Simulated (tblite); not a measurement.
Species: C6H12O.
Numbering: `[CH3:1]/[CH:2]=[C:3](\[CH3:4])[CH2:5][O:6][CH3:7]` (hydrogens: H8, H9, H10 on C1; H11 on C2; H12, H13, H14 on C4; H15, H16 on C5; H17, H18, H19 on C7)

Computed with GFN2-xTB (tblite), gas phase: Langevin dynamics at 300 K from the optimised GFN2-xTB geometry, time step 0.5 fs, friction 0.01 fs⁻¹, 2000 steps.

Start geometry:
```
atom  x, y, z in Å
C1     -2.310    1.141    0.385
C2     -0.991    0.647    0.883
C3     -0.307   -0.388    0.411
C4     -0.733   -1.239   -0.751
C5      1.005   -0.808    1.033
O6      2.078   -0.824    0.113
C7      2.444    0.455   -0.336
H8     -2.982    1.312    1.224
H9     -2.182    2.093   -0.132
H10    -2.776    0.436   -0.295
H11    -0.584    1.207    1.716
H12    -1.434   -2.007   -0.422
H13     0.140   -1.732   -1.174
H14    -1.211   -0.647   -1.527
H15     1.248   -0.156    1.886
H16     0.928   -1.841    1.389
H17     1.609    0.961   -0.836
H18     2.786    1.083    0.497
H19     3.260    0.315   -1.042
```

The statistics below take the 31 frames saved every 25 fs from 250 to 1000 fs; their kinetic temperature (all 3N coordinates) averages 284 K.

Problem. Give the mean, spread and extremes of the bond lengths.

Solution. 
```csv
bond,start (Å),mean (Å),standard deviation (Å),shortest (Å),longest (Å)
C1–C2,1.494,1.502,0.030,1.427,1.566
C2=C3,1.327,1.332,0.024,1.275,1.378
C3–C4,1.502,1.495,0.038,1.405,1.579
C3–C5,1.511,1.520,0.034,1.459,1.578
C5–O6,1.414,1.418,0.032,1.360,1.491
O6–C7,1.404,1.412,0.027,1.363,1.480
C1–H8,1.089,1.093,0.036,1.030,1.173
C1–H9,1.091,1.092,0.035,1.026,1.182
C1–H10,1.085,1.096,0.035,1.044,1.155
C2–H11,1.083,1.086,0.024,1.031,1.126
C4–H12,1.090,1.088,0.032,1.026,1.140
C4–H13,1.088,1.093,0.034,1.034,1.169
C4–H14,1.087,1.092,0.027,1.025,1.148
C5–H15,1.100,1.110,0.043,1.031,1.191
C5–H16,1.095,1.097,0.024,1.055,1.141
C7–H17,1.096,1.093,0.022,1.050,1.143
C7–H18,1.098,1.094,0.026,1.040,1.143
C7–H19,1.088,1.098,0.031,1.035,1.154
```

Problem. How widely does the potential energy scatter, against a harmonic estimate?

Solution. Mean 0.67 eV above the start, standard deviation 0.102 eV, range 0.43 to 0.83 eV. For 51 classical harmonic modes at 300 K the canonical values are 51kT/2 = 0.66 eV and kT·√(51/2) = 0.131 eV.

The run is classical and short, so these are rough statistics of one trajectory.

What follows is the cost of the whole dynamics run. Time: 17 s; peak memory 0.19 GiB. Hardware: an Arm Neoverse N1 with one thread, no GPU, shared host with 32 logical CPUs at a one-minute load of 14.
